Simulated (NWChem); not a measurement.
**Lowest excitation of H6Al2O2**

```
O
H 1 0.9724
Al 1 1.8917 2 122.73
Al 1 1.8917 2 122.73 3 129.60
O 3 1.8917 1 80.87 2 138.97
H 5 0.9724 3 122.73 1 138.97
H 3 1.5993 1 108.67 2 26.55
H 3 1.5993 7 122.90 1 136.95
H 4 1.5993 1 108.67 2 -26.55
H 4 1.5993 9 122.90 1 -136.95
```
Charge 0, spin multiplicity 1.

The numbers come from NWChem runs, not from measurements. Structure: optimised with PBE/def2-SVP, a minimum by its harmonic frequencies. It is one conformer; others weren't searched.

Basis set: 6-31+G*.

The correlated methods keep 12 core orbitals frozen. B3LYP has NWChem's definition, with VWN1-RPA local correlation. The Pople sets run with spherical d functions. The structure started from a generated list of species. Coupled-cluster values serve here as a point of comparison, not as the truth.

### Question
One of these methods gave a lowest vertical singlet excitation energy of 5.08 eV. Which?
A) CIS
B) EOM-CCSD
C) TD-PBE
D) TD-B3LYP

### Answer
C, TD-PBE. The others give 7.47 (CIS), 6.42 (EOM-CCSD), 5.75 (TD-B3LYP).
